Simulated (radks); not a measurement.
Question: These are the eigenvalues of the occupied orbitals of an atom or ion with whole-number occupations (hartree). Calculated with a radial shooting solver on a logarithmic mesh with Libxc functionals: scalar-relativistic Kohn-Sham, PBEsol, spin-polarised, spherical densities, finite nucleus; Fermi nuclear charge, rms radius of each element as measured or else 0.836 A^(1/3) + 0.57 fm.

1s up: -1988.863
1s down: -1988.849
2s up: -398.2413
2s down: -397.4516
2p up: -363.4865
2p down: -362.8705
3s up: -143.4569
3s down: -142.6007
3p up: -132.7920
3p down: -131.9129
3d up: -120.4415

Which element is it, and in what charge state? The configuration may be excited. Open shells, if any, are filled with parallel spins first.

Answer: Z = 65, terbium, charge +42: Tb42+ in [Ar] 3d5. The list shows which subshells hold electrons but not how many an open one holds; the 1s level, -1988.9 hartree, gives Z - s = 63.1 by -(Z - s)^2/2, which with screening and relativity narrows Z to a few neighbours, and the depths of the outer levels then fix element, charge and occupations together.
